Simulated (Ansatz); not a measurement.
## Relaxing a trial structure of F3H3SiSn

The starting geometry of this gas-phase singlet was optimised with GFN2-xTB; its bonds are those of `F[SiH2][SnH]([F])[F]`.

```xyz
8

F    -3.1168    2.3733    0.4068
F     0.7591    3.0823    0.2653
F     0.0373    0.1111    1.1067
Si   -2.4362    1.8338   -0.9218
Sn    0.0694    1.3494   -0.4693
H    -2.4858    2.9401   -1.8605
H    -3.0692    0.5550   -1.1881
H     1.5269    0.7662   -1.2780
```

Task: Predict what it relaxes into with PBE0-D3(BJ)/def2-SVP.

Result: It keeps its bonds, and is `F[SiH2][SnH]([F])[F]`.

The energy falls by 0.29 eV over 6 steps:

```json
{"step": "1", "E − E(last) (eV)": "0.293"}
{"step": "2", "E − E(last) (eV)": "0.041"}
{"step": "3", "E − E(last) (eV)": "0.026"}
{"step": "4", "E − E(last) (eV)": "0.004"}
{"step": "5", "E − E(last) (eV)": "0.000"}
{"step": "6", "E − E(last) (eV)": "0.000"}
```

Final geometry (Å):

```yaml
atoms:
  - { symbol: F, position_ang: [-3.0933, 2.3799, 0.4489] }
  - { symbol: F, position_ang: [0.8282, 3.0244, 0.3821] }
  - { symbol: F, position_ang: [0.1355, 0.1835, 1.1855] }
  - { symbol: Si, position_ang: [-2.3919, 1.8275, -0.9047] }
  - { symbol: Sn, position_ang: [0.0844, 1.3851, -0.3329] }
  - { symbol: H, position_ang: [-2.4895, 2.8599, -1.9718] }
  - { symbol: H, position_ang: [-3.0501, 0.5606, -1.3239] }
  - { symbol: H, position_ang: [1.2614, 0.7901, -1.4220] }
```

Frequencies at the end are all real (lowest 27 cm⁻¹). Atoms past krypton carry core potentials, without spin–orbit terms. Run with Ansatz 0.2.0, 19 s on 2 threads of Intel(R) Xeon(R) Platinum 8375C CPU @ 2.90GHz (Ice Lake), with other jobs on the host.
